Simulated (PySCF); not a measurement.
From one molecule to another.

First species: C4H12Si3.
SMILES: `[SiH3]C([SiH3])([SiH3])C1=CC1`

Second species: C5H9OP.
SMILES: `C#CC[P@H](=O)CC`

Levels: CAM-B3LYP/def2-SVPD for dipole moment, HOMO energy, LUMO energy, HOMO–LUMO gap, static isotropic polarisability and electronic spatial extent ⟨r²⟩ about the centre of nuclear charge; TDDFT CAM-B3LYP/def2-SVPD for lowest singlet excitation; TDA CAM-B3LYP/def2-SVPD for lowest triplet excitation (Tamm–Dancoff); GFN2-xTB for rotational constant A and rotational constant C. Geometries: GFN2-xTB. All species are isolated and taken at one optimised geometry, non-relativistic unless stated. Electronic properties by PySCF.

The conformers computed, where there is a choice (atom-mapped SMILES and torsion angles):
- `[SiH3:1][C:2]([SiH3:3])([SiH3:4])[C:5]1=[CH:6][CH2:7]1`: Si1–C2–C5–C6 123°
- `[CH:1]#[C:2][CH2:3][P@H:4](=[O:5])[CH2:6][CH3:7]`: C2–C3–P4–O5 -177°, C3–P4–C6–C7 -174°

(1) Which has the higher HOMO–LUMO gap?

(2) Which has the higher HOMO energy?

(3) Which has the higher rotational constant A?

(4) Which has the higher rotational constant C?

(5) Which has the higher dipole moment?

(6) Which of the two has the higher ⟨r²⟩, and by how much?

(7) Which of the two has the higher T1 energy, and by how much?

(8) Which has the higher S1 energy?

Results:

(1) The second: 10.21 eV against 8.93 eV, a difference of 1.28 eV.

(2) The first: -8.06 eV against -9.02 eV, a difference of 0.96 eV.

(3) The second: 3.356 GHz against 1.429 GHz, a difference of 1.927 GHz.

(4) The first: 1.141 GHz against 1.088 GHz, a difference of 0.053 GHz.

(5) The second: 3.78 D against 0.31 D, a difference of 3.47 D.

(6) The first: 1432 bohr² against 1094 bohr², a difference of 338 bohr².

(7) The second: 5.44 eV against 3.99 eV, a difference of 1.45 eV.

(8) The second: 6.58 eV against 5.94 eV, a difference of 0.64 eV.

On the first: The dipole matches unit charges of opposite sign 0.07 Å apart (1 e·Å = 4.8032 D). The 8 singlets span 5.94 to 7.19 eV, and their oscillator strengths add up to 0.28.

On the second: The polarisability is 12.34 Å³ as a volume (1 au = 0.148185 Å³), or 1.34 au for each of the 62 electrons. A dipole of 3.78 D is allowed in C1, and pure rotational transitions are dipole-allowed.
